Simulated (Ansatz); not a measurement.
`FB(Cl)B1O[SiH]1F` + CH₃SH → `CSB(F)Cl` + `F[SiH]1BO1` at 700 K and 1 bar (cleavage of the B–B bond).

Gas-phase electronic energies from Ansatz, PBE0-D4/def2-TZVP geometries. CCSD(T)/CBS adds triple-zeta CCSD(T) − MP2 to the extrapolated MP2 energy (def2 sets, frozen cores). This one scheme is used for every species. One conformer a species, not always the lowest.

```tsv
species	CCSD(T)/CBS energy (Eh)	H − E (kJ/mol)	S (J/(mol·K))
`FB(Cl)B1O[SiH]1F`	-1073.98781	152.9	497.7
CH₃SH	-438.22835	160.2	309.0
`CSB(F)Cl`	-1022.12842	189.8	437.7
`F[SiH]1BO1`	-490.11970	123.8	359.8
```

H − E and S are ideal-gas, rigid-rotor, harmonic terms from PBE0-D4/def2-TZVP, for one conformer and one mirror image of each species. 1 Eh = 2625.50 kJ/mol, R = 8.31446 J/(mol·K).

**Question.** By hand: ΔE, ΔH, ΔS and ΔG.

**Answer.** ΔE = (-1022.12842) + (-490.11970) − (-1073.98781) − (-438.22835) = -0.03196 Eh = -83.9 kJ/mol. Δ(H − E) = 189.8 + 123.8 − 152.9 − 160.2 = 0.5, so ΔH = -83.4 kJ/mol. ΔS = 437.7 + 359.8 − 497.7 − 309.0 = -9.2 J/(mol·K). ΔG = -83.4 − 700 × (-9.2)/1000 = -77.0 kJ/mol.

**Question.** By hand: the equilibrium constant, and the temperature at which ΔG would vanish if ΔH and ΔS stayed fixed.

**Answer.** log₁₀ K = −ΔG/(RT ln 10) = 5.7. ΔG = 0 at ΔH/ΔS = 9065 K, far beyond where these terms or the molecules hold.

The number of gas molecules stays the same, so ΔS is small and ΔH decides. A doubt of 5 kJ/mol in ΔE shifts log₁₀ K by 0.4 here. Other conformers and mirror images would add mixing entropy, several J/(mol·K) or more a flexible species. Modes under 60 cm⁻¹, often nearly free rotors, make the harmonic entropy too high. These are equilibria of isolated gas molecules and say nothing of rates. Largest T1 diagnostic: 0.015 (customary marks: 0.02 for closed shells, 0.045 for open ones).
